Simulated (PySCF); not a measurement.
# Excitation energy of O⁺ by level of theory

O⁺ [He] 2s2 2p3 (4S) → O⁺ [He] 2s2 2p2 3s1 (4P), as a difference of total energies. Computed with PySCF 2.14 in aug-cc-pwCVTZ (7s6p4d2f, 59 functions), with the non-relativistic Hamiltonian (point nucleus). Correlated levels: valence: 1s2 frozen. The calculations carry no spin-orbit coupling.

```
           method  excitation energy (eV)
              UHF                  22.758
    MP2 (valence)                  23.134
SCS-MP2 (valence)                  22.922
   CCSD (valence)                  22.934
CCSD(T) (valence)                  22.917
```

Problem. How much does correlation contribute at CCSD(T) (valence)?

Solution. 22.917 − (22.758) = 0.159 eV, measured against UHF.

Errors of the correlated levels include the incompleteness of this basis and the frozen core.

For comparison: 22.987 eV (measured; NIST levels, between the centres of gravity of the two terms).
